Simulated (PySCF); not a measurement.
C4H4Cl2F2.
Cartesian coordinates in Å at the PBE0-D3(BJ)/def2-SVP level; atoms count from 1:
```
atom  x, y, z in Å
F1    -1.645   -1.620   -0.474
C2    -1.584   -0.319   -0.155
F3    -2.613    0.284   -0.757
Cl4   -1.795   -0.167    1.605
C5    -0.278    0.287   -0.625
C6     0.924   -0.375   -0.045
C7     1.884    0.227    0.656
Cl8    1.908    1.912    1.027
H9    -0.287    0.178   -1.723
H10   -0.293    1.360   -0.391
H11    1.032   -1.452   -0.205
H12    2.745   -0.313    1.053
```

All values: CAM-B3LYP/def2-SVPD (PySCF, non-relativistic), on one gas-phase PBE0-D3(BJ)/def2-SVP geometry that isn't relaxed in the solvent. The solvent is an IEF-PCM continuum (cavity from Bondi-type radii × 1.2), and excitations are vertical TDDFT with non-equilibrium linear response and a frozen core. Only the electrostatic response of the medium enters.

Gas-phase singlets (H = HOMO, L = LUMO):

| state | E (eV) | λ (nm) | f | leading configurations |
| --- | --- | --- | --- | --- |
| S1 | 6.726 | 184 | 0.329 | H→L 95% |
| S2 | 6.933 | 179 | 0.006 | H→L+2 57%, H→L+6 10%, H→L+3 9% |
| S3 | 7.308 | 170 | 0.006 | H→L+3 57%, H→L+1 33% |
| S4 | 7.369 | 168 | 0.001 | H-1→L 93% |
| S5 | 7.623 | 163 | 0.020 | H→L+1 31%, H-3→L+1 17%, H→L+3 17% |

Question: What are the lowest 5 singlets in acetone (ε = 20.49)?

Answer: 
```json
{"state": "S1", "E (eV)": "6.672", "λ (nm)": "186", "f": "0.407", "leading configurations": "H→L 95%", "change by rank (eV)": "-0.054"}
{"state": "S2", "E (eV)": "6.892", "λ (nm)": "180", "f": "0.008", "leading configurations": "H→L+2 62%, H→L+6 8%", "change by rank (eV)": "-0.041"}
{"state": "S3", "E (eV)": "7.361", "λ (nm)": "168", "f": "0.013", "leading configurations": "H→L+1 49%, H→L+3 30%, H→L+4 11%", "change by rank (eV)": "+0.053"}
{"state": "S4", "E (eV)": "7.486", "λ (nm)": "166", "f": "0.001", "leading configurations": "H-1→L 90%", "change by rank (eV)": "+0.117"}
{"state": "S5", "E (eV)": "7.546", "λ (nm)": "164", "f": "0.030", "leading configurations": "H→L+3 35%, H→L+1 27%, H→L+2 19%", "change by rank (eV)": "-0.077"}
```

Question: What are the lowest 5 singlets in methanol (ε = 32.61)?

Answer: 
```json
{"state": "S1", "E (eV)": "6.681", "λ (nm)": "186", "f": "0.401", "leading configurations": "H→L 95%", "change by rank (eV)": "-0.045"}
{"state": "S2", "E (eV)": "6.892", "λ (nm)": "180", "f": "0.009", "leading configurations": "H→L+2 62%, H→L+6 8%", "change by rank (eV)": "-0.041"}
{"state": "S3", "E (eV)": "7.362", "λ (nm)": "168", "f": "0.014", "leading configurations": "H→L+1 50%, H→L+3 28%, H→L+4 12%", "change by rank (eV)": "+0.054"}
{"state": "S4", "E (eV)": "7.490", "λ (nm)": "166", "f": "0.002", "leading configurations": "H-1→L 90%", "change by rank (eV)": "+0.121"}
{"state": "S5", "E (eV)": "7.545", "λ (nm)": "164", "f": "0.029", "leading configurations": "H→L+3 35%, H→L+1 26%, H→L+2 19%", "change by rank (eV)": "-0.078"}
```

Question: The ground-state energy changes by -0.169 eV from gas to methanol. By how much does the total energy of gas-phase S1 change?

Answer: E(S1) = E(S0) + excitation energy, so it changes by -0.169 − 0.045 = -0.214 eV: it is lowered more than the ground state, which is what a red shift means. This is the vertical state, with the slow part of the continuum still set for S0.

Question: How do the frontier levels move from gas to methanol?

Answer: 
```
orbital  gas (eV)  solvent (eV)  change (eV)
 LUMO+2      1.32          1.42        +0.10
 LUMO+1      1.06          1.12        +0.06
   LUMO      0.47          0.74        +0.27
   HOMO     -9.08         -8.85        +0.23
 HOMO-1    -10.69        -10.54        +0.15
 HOMO-2    -10.90        -10.95        -0.05
 HOMO-3    -11.01        -11.08        -0.07
```

The HOMO–LUMO gap goes from 9.55 to 9.60 eV.
